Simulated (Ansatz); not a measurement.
Stepwise reaction of `[NH2][Ti]([OH])([OH])[OH]` with hydrogen chloride, as a gas-phase model of exchange steps in deposition or etching. ΔE in kJ/mol; ΔG adds harmonic PBE0-D4 terms to CCSD(T)/CBS, at 1 bar.

Program: Ansatz. Geometries: PBE0-D4/def2-TZVP. ΔE: electronic, gas phase. CBS: MP2 limit from def2 TZ/QZ plus the TZ coupled-cluster correction, frozen cores. This one scheme is used for every species. Functionals use def2-TZVPP. B3LYP here is the variant with VWN-RPA as its local correlation; programs differ in this. For Ti outer-core shells are correlated without core-valence functions, which leaves a few kJ/mol of doubt a bond. Scalar relativity is left out up to krypton. One conformer a species, not always the lowest.

```json
{"step": "2", "reaction": "`[NH2][Ti]([OH])([OH])[Cl]` + HCl → `[NH2][Ti]([OH])([Cl])[Cl]` + H₂O", "PBE-D4": "-33.0", "B3LYP-D4": "-32.1", "ωB97M-V": "-30.2", "CCSD(T)/CBS": "-36.1", "ΔG(500 K)": "-34.3"}
{"step": "3", "reaction": "`[NH2][Ti]([OH])([Cl])[Cl]` + HCl → `[NH2][Ti]([Cl])([Cl])[Cl]` + H₂O", "PBE-D4": "-20.0", "B3LYP-D4": "-17.5", "ωB97M-V": "-13.8", "CCSD(T)/CBS": "-22.7", "ΔG(500 K)": "-16.7"}
```

**Question.** Give the row of step 1, `[NH2][Ti]([OH])([OH])[OH]` + HCl → `[NH2][Ti]([OH])([OH])[Cl]` + H₂O. (Best estimate.)

**Answer.** Ansatz gave: 
```
step                                                               reaction  PBE-D4  B3LYP-D4  ωB97M-V  CCSD(T)/CBS  ΔG(500 K)
   1  `[NH2][Ti]([OH])([OH])[OH]` + HCl → `[NH2][Ti]([OH])([OH])[Cl]` + H₂O   -41.5     -40.6    -39.4        -44.3      -37.1
```

**Question.** By hand: ΔE of the 3 steps together at CCSD(T)/CBS.

**Answer.** (-44.3) + (-36.1) + (-22.7) = -103.1 kJ/mol, or -34.4 kJ/mol a step.

In ΔE each step is higher than the one before. All are downhill at CCSD(T)/CBS. ΔG lies between -37.1 and -16.7 kJ/mol a step. PBE-D4 differs from CCSD(T)/CBS by 2.7 to 3.1 kJ/mol a step. Isolated molecules leave out the surface, adducts and barriers. Largest T1 diagnostic: 0.025.
